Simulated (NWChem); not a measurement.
Species: C₂H₉NSi; SMILES [SiH3]CNC

```xyz
13

C      0.7290    -1.8477     0.1902
N     -0.4793    -1.2676    -0.3400
C     -0.8841    -0.0082     0.2555
Si     0.1986     1.5337    -0.0811
H      0.9446    -2.7939    -0.3289
H      0.5890    -2.0899     1.2574
H      1.6373    -1.2101     0.1197
H     -0.4220    -1.1824    -1.3515
H     -1.9059     0.2394    -0.0841
H     -0.9748    -0.1436     1.3486
H      0.3385     1.7245    -1.5607
H      1.5746     1.4228     0.4954
H     -0.4518     2.7515     0.4980
```
Atoms are numbered in this order, from 1.

Computed with NWChem. The geometry was optimised at PBE0/def2-SVP. Isolated, static molecule.

GIAO at PBE0/pcSseg-1: principal shieldings of C3 are 124.5, 135.3, 191.4 ppm; an isolated tetramethylsilane molecule has σ = 184.4 ppm at the same levels.

Problem. Find the isotropic 13C shift, its principal values, the span and the skew.

Solution. 
1. σ(iso) = one third of the sum = 150.4 ppm.
2. δ = σ(reference) − σ = 34.0 ppm against tetramethylsilane.
3. δ11, δ22, δ33 = 59.9, 49.1, -7.0 ppm.
4. Span Ω = δ11 − δ33 = 66.9 ppm; skew κ = 3(δ22 − δ(iso))/Ω = 0.68.
